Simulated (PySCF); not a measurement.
**Energy of Fe⁺ (iron, charge +1) between two integer charges**

The 4s alpha orbital of [Ar] 3d6 4s1 is emptied in steps (occupation f), with all orbitals relaxed, ending at [Ar] 3d6. Computed with PySCF 2.14 in aug-cc-pVTZ-DK (8s7p5d3f2g, 93 functions), with scalar relativity by spin-free X2C-1e. The exact energy is a straight line in f; departures are measured from the line between the end points of the same method.

```json
{"f": "1", "UHF (eV)": "0.000"}
{"f": "0.9", "UHF (eV)": "0.011"}
{"f": "0.7", "UHF (eV)": "0.024"}
{"f": "0.5", "UHF (eV)": "0.029"}
{"f": "0.3", "UHF (eV)": "0.024"}
{"f": "0.1", "UHF (eV)": "0.010"}
{"f": "0", "UHF (eV)": "0.000"}
```

Question: For UHF, how does the orbital energy at f = 1 compare with the removal energy?

Answer: −ε = 15.419 eV against a total-energy difference of 15.299 eV. By Janak's theorem ε = ∂E/∂f, so the gap between them reflects the curvature. Along the path −ε is 15.393 (f = 0.9), 15.343 (f = 0.7), 15.296 (f = 0.5), 15.252 (f = 0.3), 15.210 (f = 0.1) eV.

Reference removal energy between the ground levels: 16.199 eV (measured; NIST Atomic Spectra Database, ionization energies). The calculation has no spin-orbit coupling. UHF lacks correlation.
